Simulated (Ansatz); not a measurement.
Two structures of Si$_{2}$H$_{8}$Cl$_{2}$O$_{3}$, closed shell, reached by relaxing down either side of one saddle point (PBE0-D4/def2-TZVP). Energies are electronic, without zero-point energy. Program: Ansatz 0.2.0. Basis: def2-TZVPP and def2-QZVPP. Cores are frozen in the correlated methods. Extrapolation: Hartree–Fock as exp(−7.88 √X), correlation as X^−2.97. First:

```
15
angstrom
Si -1.1069 0.0331 -1.2840
Si 0.7657 -1.3281 -1.5858
Cl -2.2639 0.0491 -2.9654
Cl -2.2539 -0.9045 0.1957
O -0.8110 1.5567 -0.8782
H 0.6739 1.1413 1.7297
O 0.8891 1.8753 1.1176
H -0.7290 -0.5987 2.0084
O 0.0472 -0.3096 2.5079
H 1.4970 -1.4228 -0.2927
H 0.3280 -2.6872 -1.9949
H 1.6657 -0.7534 -2.6176
H -0.1678 1.7435 -0.1458
H 0.8492 2.6851 1.6303
H 0.6168 -1.0797 2.5747
```

Second:

Si1  (-1.342, 1.523, -0.535)
Si2  (1.600, -2.192, -0.739)
Cl3  (-1.451, -0.146, -1.698)
Cl4  (-2.740, 1.281, 0.955)
O5  (-1.723, 2.768, -1.495)
H6  (0.492, -0.909, 1.814)
O7  (0.106, 1.734, 0.126)
H8  (0.725, -2.352, 0.460)
O9  (0.359, -0.026, 2.177)
H10  (2.827, -2.997, -0.517)
H11  (0.868, -2.691, -1.926)
H12  (1.948, -0.760, -0.893)
H13  (-1.473, 3.642, -1.189)
H14  (0.324, 1.158, 0.890)
H15  (-0.519, -0.035, 2.571)
(Å)

(1) Which bonds change from the first to the second?

(2) Give the saddle point's structure and its height above each. (To be estimated.)

The T1 diagnostic stays at or below 0.012.

## Answers

(1) Si₂H₄Cl₂O ([OH][Si]([SiH3])([Cl])[Cl]) + H₂O + H₂O → SiH₂Cl₂O₂ ([OH][Si]([OH])([Cl])[Cl]) + SiH₄ + H₂O; bonds formed: Si1–O7, Si2–H8, H6–O9; bonds broken: Si1–Si2, H6–O7, H8–O9.

(2) By the calculation: 237.5 kJ/mol above the first and 321.2 kJ/mol above the second (CCSD(T) at an estimated basis limit (MP2 extrapolated from triple and quadruple zeta, plus CCSD(T) − MP2 in triple zeta)).
```csv
atom,x (Å),y (Å),z (Å)
Si1,-0.8506,0.6622,-0.4753
Si2,0.8137,-1.2672,-0.8980
Cl3,-1.8179,-0.5496,-1.9648
Cl4,-2.5657,0.8527,0.7027
O5,-0.5204,1.8685,-1.5384
H6,0.2306,0.1510,1.8333
O7,0.1897,1.2933,0.8330
H8,0.0246,-0.9189,0.7195
O9,0.1083,-0.8612,1.9739
H10,2.0747,-1.4608,-0.1045
H11,0.2536,-2.6013,-1.2016
H12,1.2006,-0.5010,-2.1055
H13,0.1165,2.5066,-1.2092
H14,-0.2204,2.0711,1.2282
H15,0.9629,-1.2455,2.2066
```

Labels in which every atom is bracketed show which atoms are joined, not bond orders.

For scale, one of the runs: CCSD(T)/def2-TZVPP, 373 basis functions, launched by `ansatz run in.yaml --threads 4 --pin off --events-out ev --progress --plain --max-ram 66560MiB --backend cuda --devices 0, --max-vram 37GiB`. The run took 25 s on 4 CPU threads of an AMD EPYC 7R13 and a share of one NVIDIA H100 (shared host), with 0.85 GiB of host memory at its peak.
